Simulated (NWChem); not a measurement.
# Correlation energy of HSe

```
Se
H 1 1.4735
```
Charge 0, spin multiplicity 2.

The numbers come from NWChem runs, not from measurements. The geometry was optimised at UPBE0/def2-SVP, a minimum by its harmonic frequencies.

Basis set: def2-SVP. Each correlation energy counts from its own Hartree-Fock reference.

The Hamiltonian is non-relativistic. The correlated methods keep 9 core orbitals frozen. The structure started from a generated list of species. The unpaired electrons of the parent sit in orbitals of symmetry b1 (C2v labels of the run); other states weren't searched. No SCF solution was tested for a lower state. Open-shell Hartree-Fock references start from PBE0 orbitals. Coupled-cluster values serve here as a point of comparison, not as the truth.

| method | correlation energy (mHa) |
|---|---|
| CCSD[T] on ROHF | -235.7 |
| SCS-UMP2 | [?] |
| CCSD on ROHF | -230.8 |
| CCSD(T) on ROHF | -235.5 |
| CCSD[T] on UHF | -231.9 |
| UMP2 | [?] |
| CCSD(T) on UHF | [?] |
| CCSDT on ROHF | -235.6 |
| CCSD on UHF | -227.1 |

Q: Some entries are withheld; supply them.

A: 
- SCS-UMP2, correlation energy (mHa): -203.3
- UMP2, correlation energy (mHa): -216.5
- CCSD(T) on UHF, correlation energy (mHa): -231.6
